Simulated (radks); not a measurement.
Results of a calculation; reference values are marked as such.
Q: These are the eigenvalues of the occupied orbitals of an atom or ion with whole-number occupations (eV). Code: a radial shooting solver on a logarithmic mesh with Libxc functionals. Model: scalar-relativistic Kohn-Sham, BLYP, spin-polarised, spherical densities, point nucleus.

| orbital | eigenvalue |
|---|---|
| 1s | -80804.94 |
| 2s | -14263.93 |
| 2p | -12330.77 |
| 3s | -3372.874 |
| 3p | -2812.321 |
| 3d | -2214.028 |
| 4s | -738.4380 |
| 4p | -554.6754 |
| 4d | -334.2411 |
| 5s | -116.9077 |
| 4f | -89.5317 |
| 5p | -68.2858 |
| 5d | -15.2469 |

Which element is it, and in what charge state? The configuration may be excited. Open shells, if any, are filled with parallel spins first.

A: Z = 79, gold, charge +1: Au+ in [Xe] 4f14 5d10. The list shows which subshells hold electrons but not how many an open one holds; the 1s level, -2969.5 hartree, gives Z - s = 77.1 by -(Z - s)^2/2, which with screening and relativity narrows Z to a few neighbours, and the depths of the outer levels then fix element, charge and occupations together.
